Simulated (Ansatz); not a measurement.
C$_{2}$HCl$_{3}$Ge (`C#[C][Ge]([Cl])([Cl])[Cl]`), relaxed with RKS PBE0-D4/def2-TZVP in Ansatz from a PBE-D4/def2-SVP geometry. The force threshold is 0.005 eV/Å; the program also tests the step.

Charge 0, multiplicity 1.

Start:

```xyz
7

C     1.907    0.632    0.665
C     0.802    0.269    0.275
Ge   -0.897   -0.296   -0.311
Cl   -2.433    0.927    0.571
Cl   -1.232   -2.345    0.254
Cl   -1.033   -0.139   -2.454
H     2.886    0.952    1.000
```

| step | energy (eV) | largest force (eV/Å) | largest move (Å) |
| --- | --- | --- | --- |
| 1 | -96158.2992 | 1.453 | 0.000 |
| 2 | -96158.3606 | 0.118 | 0.035 |
| 3 | -96158.3610 | 0.025 | 0.007 |
| 4 | -96158.3611 | 0.017 | 0.001 |
| 5 | -96158.3611 | 0.001 | 0.003 |

End:

```xyz
7

C     1.886    0.625    0.654
C     0.802    0.266    0.277
Ge   -0.888   -0.294   -0.308
Cl   -2.403    0.911    0.561
Cl   -1.223   -2.314    0.248
Cl   -1.023   -0.138   -2.420
H     2.848    0.943    0.988
```

Run time 23 s (2 threads of an AMD EPYC 7R13 on a shared host and a share of an NVIDIA H100 80 GB); peak host memory 0.9 GiB.
